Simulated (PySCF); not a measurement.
C$_{2}$H$_{3}$AlFNO$_{2}$, singlet, at a GFN2-xTB geometry (such geometries of metal compounds can be far from the true shape), atoms displaced at random by about 0.03 Å a coordinate.

Input for PySCF:
```python
from pyscf import gto, scf, dft

mol = gto.M(
    atom='''
Al   -0.456701   -0.521109    0.228414
F    -1.056058   -1.369030    1.459086
N     0.619547    0.825196    0.567322
C     1.262118    1.756264    1.028336
O     1.980295    2.577442    1.380987
O    -0.728699   -1.011299   -1.366971
C    -0.763746   -1.232117   -2.762375
H    -0.336643   -2.179307   -2.979737
H    -1.884464   -1.168699   -3.023580
H    -0.241607   -0.478954   -3.273037
''',
    basis='sto-3g',
    charge=0,
    spin=0,
    verbose=4,
)

mf = dft.RKS(mol)
mf.xc = 'r2scan'
mf.kernel()
g = mf.nuc_grad_method()
grad = g.kernel()
```

Task: What does this run give for the nuclear repulsion energy, HOMO energy, total energy, dipole moment, number of basis functions, Mulliken (on the basis functions themselves) charges in atom order?

Result: 
```
Property                                                                                                                                                      Value
------------------------------------------------------------------  -----------------------------------------------------------------------------------------------
nuclear repulsion energy                                                                                                                                322.7540 Eh
HOMO energy                                                                                                                                                -2.13 eV
total energy                                                                                                                                           -617.2814 Eh
dipole moment                                                                                                                                                2.52 D
number of basis functions                                                                                                                                        42
Mulliken (on the basis functions themselves) charges in atom order  Al1 1.07, F2 -0.27, N3 -0.51, C4 0.23, O5 -0.20, O6 -0.44, C7 -0.12, H8 0.09, H9 0.07, H10 0.08
```
